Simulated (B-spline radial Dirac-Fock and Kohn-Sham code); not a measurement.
## Kohn-Sham estimates against Dirac-Fock for the levels of Dy⁵⁶⁺

System: Dy⁵⁶⁺, 1s2 2s2 2p6.

The density-functional columns are spherical, spin-unpolarised Dirac-Kohn-Sham results without Breit or QED terms: −ε is minus the orbital energy of the initial state and ΔSCF the difference of two total energies. The reference in the last column comes from Dirac-Fock (average of configuration) total-energy differences with a finite nucleus, the Breit interaction including its frequency dependence, and self-energy and vacuum-polarisation corrections. All numbers are from a B-spline atomic structure program, in eV; a selection of levels is shown. The Kohn-Sham columns are given as differences from the reference. For the 1s level of heavy atoms much of the gap between ΔSCF and the reference is the Breit and QED part, -233.6 eV here; for other levels the error of the functional can be larger.

```
     level  LDA −ε − DF  LDA ΔSCF − DF  Dirac-Fock
    K (1s)       -301.2         +231.5     58367.5
   L1 (2s)       -163.4          -30.9     13309.0
L2 (2p1/2)       -120.2          +39.8     12904.3
L3 (2p3/2)       -128.4          +18.2     12080.7
```

For the outermost level NIST gives 12081 ± 5 eV (theoretical); the differences from it are LDA −ε -128.67, LDA ΔSCF +17.97, Dirac-Fock -0.26 eV.

Values without a named source are computed, but for edge energies of neutral atoms, which are taken from tables.
